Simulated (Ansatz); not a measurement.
```yaml
crystal:
  periodic: [false, false, false]
  atoms:
    - {symbol: F, position_ang: [-0.894014, 1.082283, -0.380204]}
    - {symbol: Sb, position_ang: [-0.371237, -0.745848, -0.281349]}
    - {symbol: F, position_ang: [1.254251, -0.401236, 0.648254]}
basis:
  gaussian: {orbitals: def2-mTZVP}
magnetization: {spin_polarized: true, initial_magnetization: 1}
hamiltonian: {xc: {name: PBE0}, dispersion: d2}
accuracy: high
output: {forces: true}
```

```sh
$ ansatz run in.yaml --threads 2 --pin off --events-out ev --progress --plain --max-ram 32768MiB --backend cpu
```

(1) How does Ansatz answer? (Best estimate.)

Results:

(1) Computed: The program refused the input.
```
Error: YAML parse error: error: line 10 column 45: hamiltonian.dispersion: `d2` is not `none`, `rvv10`, `d3bj`, `d3bjatm`, `d4` or a map `{method: …, s8: …, a1: …, a2_bohr: …}` (numbers without units, a2 in bohr) or `{method: …, functional: …}`
 8 |   gaussian: {orbitals: def2-mTZVP}
 9 | magnetization: {spin_polarized: true, initial_magnetization: 1}
10 | hamiltonian: {xc: {name: PBE0}, dispersion: d2}
11 | accuracy: high
12 | output: {forces: true}
```
